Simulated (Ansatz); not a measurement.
`O[Si](O)Cl`• → Cl• + 2 H• + 2 O• + Si•  (atomization)

Program: Ansatz. Geometries: PBE0-D4/def2-TZVP. ΔE: electronic, gas phase. CBS: MP2 limit from def2 TZ/QZ plus the TZ coupled-cluster correction, frozen cores. This one scheme is used for every species, atoms too. Functionals use def2-TZVPP. B3LYP here is the variant with VWN-RPA as its local correlation; programs differ in this. HSE06 is defined as in plane-wave codes. Open shells (•) are unrestricted, without spin–orbit coupling. Spin–orbit coupling would lower the free atoms: a little for Cl, O, Si. Each species was taken in one conformer, which may not be the lowest.

```tsv
level	ΔE (kcal/mol)	difference from CCSD(T)/CBS
LDA (SPW92)	614.7	85.6
PBE-D4	537.6	8.5
BLYP-D4	525.1	-4.0
r2SCAN-D4	532.2	3.1
B97M-V	527.5	-1.6
PBE0-D4	521.7	-7.4
B3LYP-D4	521.4	-7.7
r2SCANh-D4	526.0	-3.1
r2SCAN0-D4	517.1	-12.0
HSE06-D4	522.3	-6.8
BHLYP-D4	499.2	-29.9
CAM-B3LYP-D4	525.7	-3.4
ωB97X-V	526.5	-2.6
ωB97M-V	527.4	-1.7
B2PLYP	518.7	-10.4
PBE-QIDH	519.7	-9.4
PBE	534.4	5.3
revPBE	511.5	-17.6
BLYP	518.2	-10.9
r2SCAN	531.5	2.4
B3LYP	516.2	-12.9
r2SCANh	525.3	-3.8
r2SCAN0	516.3	-12.8
HSE06	519.8	-9.3
BHLYP	495.1	-34.0
LC-ωPBE	522.6	-6.5
HF/def2-SVP	349.2	-179.9
MP2/def2-SVP	489.4	-39.7
CCSD/def2-SVP	464.4	-64.7
CCSD(T)/def2-SVP	470.2	-58.9
HF/def2-TZVPP	364.9	-164.2
MP2/def2-TZVPP	531.0	1.9
CCSD/def2-TZVPP	498.6	-30.5
CCSD(T)/def2-TZVPP	508.8	-20.3
HF/def2-QZVPP	366.8	-162.3
MP2/def2-QZVPP	543.3	14.2
SCS-MP2/def2-QZVPP	533.6	4.5
HF/CBS(def2)	367.1	-162.0
MP2/CBS(def2)	551.3	22.2
CCSD/CBS(def2)	518.9	-10.2
CCSD(T)/CBS	529.1	0
```

Largest T1 diagnostic among the species: 0.014.

At CCSD(T), def2-SVP lies −58.9 kcal/mol from the extrapolated value and def2-TZVPP −20.3 kcal/mol: correlation converges slowly with the basis, and small sets miss more of it in the bonded molecule than in its fragments. In def2-TZVPP, CCSD(T) changes the Hartree–Fock value by +144.0 kcal/mol (the triples alone add +10.2 kcal/mol) and MP2 by +166.2 kcal/mol; breaking electron pairs costs correlation energy, which Hartree–Fock lacks. From BLYP to BHLYP (50 % exact exchange), in def2-TZVPP and without D4, ΔE moves by −23.1 kcal/mol: exact exchange takes away binding that semilocal exchange gives to molecules.

For atomizations the MP2-based limit and the directly extrapolated one differ by several kJ/mol either way, and by 10 to 25 for some Ge, Se and Sn compounds, so smaller differences from it don't rank the levels.
